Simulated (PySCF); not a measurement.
Electronic structure of N (nitrogen, neutral) at the PBE0 level

Configuration: [He] 2s2 2p3, high-spin 4S determinant. Computed with PySCF 2.14 in aug-cc-pVDZ (4s3p2d, 23 functions), with the non-relativistic Hamiltonian (point nucleus).

```json
{"Total energy": "-54.5346 hartree", "One-electron energy": "-73.8819 hartree", "Hartree (Coulomb) energy": "26.0729 hartree", "Exchange-correlation energy": "-6.7255 hartree", "Kinetic energy": "54.30863 hartree", "⟨S²⟩": "3.7528", "⟨L²⟩": "0.000", "Sum of ⟨r⟩": "7.410 bohr", "Sum of ⟨r²⟩": "12.42 bohr²", "Density at the nucleus (Gaussians lack the cusp)": "197 bohr⁻³", "Spin density at the nucleus": "0.236 bohr⁻³", "Langevin diamagnetic susceptibility": "-9.84 ×10⁻⁶ cm³/mol"}
```

```json
{"shell": "1s α", "electrons": "1", "mean orbital energy (hartree)": "-14.51408", "rms radius, mean of both spins (bohr)": "0.266"}
{"shell": "1s β", "electrons": "1", "mean orbital energy (hartree)": "-14.45218", "rms radius, mean of both spins (bohr)": "0.266"}
{"shell": "2s α", "electrons": "1", "mean orbital energy (hartree)": "-0.84479", "rms radius, mean of both spins (bohr)": "1.47"}
{"shell": "2s β", "electrons": "1", "mean orbital energy (hartree)": "-0.62035", "rms radius, mean of both spins (bohr)": "1.47"}
{"shell": "2p α", "electrons": "3", "mean orbital energy (hartree)": "-0.37535", "rms radius, mean of both spins (bohr)": "1.63"}
```
